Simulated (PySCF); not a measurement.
# Circular dichroism: `C[C@H]1CCC[C@@H]1[NH3+]`, [C$_{6}$H$_{14}$N]+, charge +1

Geometry:
| atom | x (Å) | y (Å) | z (Å) |
| --- | --- | --- | --- |
| C1 | -1.292 | -1.539 | -0.945 |
| C2 | -0.513 | -0.778 | 0.124 |
| C3 | 0.989 | -1.135 | 0.117 |
| C4 | 1.743 | 0.195 | 0.154 |
| C5 | 0.814 | 1.136 | -0.609 |
| C6 | -0.573 | 0.745 | -0.113 |
| N7 | -0.823 | 1.447 | 1.198 |
| H8 | -1.185 | -2.608 | -0.789 |
| H9 | -0.917 | -1.300 | -1.936 |
| H10 | -2.351 | -1.297 | -0.905 |
| H11 | -0.955 | -1.017 | 1.096 |
| H12 | 1.229 | -1.664 | -0.804 |
| H13 | 1.257 | -1.783 | 0.948 |
| H14 | 2.723 | 0.121 | -0.311 |
| H15 | 1.898 | 0.535 | 1.181 |
| H16 | 0.880 | 0.925 | -1.676 |
| H17 | 1.041 | 2.192 | -0.463 |
| H18 | -1.375 | 1.031 | -0.796 |
| H19 | -0.046 | 1.211 | 1.831 |
| H20 | -1.705 | 1.138 | 1.622 |
| H21 | -0.848 | 2.466 | 1.072 |

Total charge +1.

The calculation used TDDFT CAM-B3LYP/def2-SVPD circular dichroism and optical rotation, one conformer, gas phase in PySCF. Geometry: GFN2-xTB.

The molecule is flexible and this is one conformer; a measurement averages over conformers.

Problem. Assign R or S to each stereocentre.

Solution. C2 S, C6 S.

Problem. Which excitations and rotatory strengths does the calculation give?

Solution. Rotatory strengths R in 10⁻⁴⁰ esu² cm², velocity form and length form (origin at the centre of mass); f in length form.
| state | E (eV) | λ (nm) | f | R (velocity) | R (length) | main |
| --- | --- | --- | --- | --- | --- | --- |
| 1 | 8.26 | 150 | 0.009 | +0.5 | +0.5 | HOMO→LUMO 0.91 |
| 2 | 8.34 | 149 | 0.025 | -4.4 | -4.6 | HOMO−1→LUMO 0.91 |
| 3 | 8.56 | 145 | 0.004 | -13.0 | -13.0 | HOMO−2→LUMO 0.92 |
| 4 | 8.71 | 142 | 0.007 | -7.3 | -7.1 | HOMO−3→LUMO 0.90 |
| 5 | 9.02 | 137 | 0.018 | +41.2 | +40.6 | HOMO−4→LUMO 0.81 |
| 6 | 9.15 | 136 | 0.005 | -4.5 | -4.5 | HOMO−5→LUMO 0.83 |
| 7 | 9.45 | 131 | 0.006 | +21.7 | +21.9 | HOMO→LUMO+1 0.73 |
| 8 | 9.51 | 130 | 0.009 | -8.1 | -8.0 | HOMO→LUMO+2 0.35, HOMO−1→LUMO+2 0.21 |
| 9 | 9.57 | 130 | 0.012 | +19.5 | +20.1 | HOMO−1→LUMO+1 0.62, HOMO−1→LUMO+3 0.10 |
| 10 | 9.72 | 128 | 0.018 | -10.0 | -11.0 | HOMO−1→LUMO+2 0.26, HOMO−2→LUMO+2 0.16 |
| 11 | 9.81 | 126 | 0.003 | -25.6 | -23.7 | HOMO−2→LUMO+1 0.68, HOMO−2→LUMO+2 0.09 |
| 12 | 9.86 | 126 | 0.032 | +21.5 | +21.1 | HOMO→LUMO+3 0.42, HOMO−2→LUMO+1 0.12 |

Among the states computed, the strongest CD band (largest |R|) is state 5. The largest dissymmetry factor in size, g = 4R/(D+G), with D and G the electric and magnetic dipole strengths, is -0.11 for state 11 (velocity form, f = 0.004), among bands with |R| over 0.5. The mirror image has the same energies and oscillator strengths and all R with the opposite sign.
